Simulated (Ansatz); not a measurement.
Ideal-gas functions of CH₃F₂OSc (`C[O][Sc]([F])[F]`) at 600 K and 1 bar, from an Ansatz frequency run at PBE0-D4/def2-TZVP.

Molar mass 113.99 g/mol, point group C1 (symmetry number 1), electronic degeneracy 1, moments of inertia 100.59, 237.493, 334.916 u Å². Harmonic wavenumbers (cm⁻¹, unscaled): 24, 68, 71, 160, 175, 191, 541, 669, 707, 1179, 1180, 1228, 1478, 1489, 1492, 3008, 3075, 3075.

Use S(trans) = R[1.5 ln M + 2.5 ln T − 1.1517]; rotational temperatures θ = 24.2544 K / I; S(rot) = R[ln(√π/σ · √(T³/θAθBθC)) + 1.5]; for each mode x = 1.438777 ν̃/T, S = R[x/(eˣ − 1) − ln(1 − e⁻ˣ)] and H = RT x/(eˣ − 1); 1 cm⁻¹ = 0.0119627 kJ/mol; R = 8.31446 J/(mol·K).

Task: By hand: the entropy, in J/(mol·K).

Result: Translation 182.5. Rotation: θ = 0.2411, 0.1021, 0.0724 K, giving 123.3. Vibration, mode by mode: 32.05, 23.40, 23.04, 16.33, 15.60, 14.88, 6.71, 5.22, 4.85, 1.99, 1.98, 1.81, 1.12, 1.10, 1.09, 0.05, 0.04, 0.04, in all 151.3. Electronic 0.0. Sum 457.1 J/(mol·K).

Task: By hand: H − E and G − E in kJ/mol, counted from the electronic energy.

Result: Zero-point energy ½ × 19810 × 0.0119627 = 118.5; thermal vibration 36.6; translation, rotation and pV give 4 RT = 20.0. H − E = 175.1 kJ/mol, and G − E = 175.1 − 600 × 457.1/1000 = -99.2 kJ/mol.

Vibration gives 33 % of the entropy, 78.5 J/(mol·K) of it from the modes under 150 cm⁻¹: soft modes count most, and the harmonic formula is weakest for them. The sum counts one conformer and one mirror image; others add a mixing term.
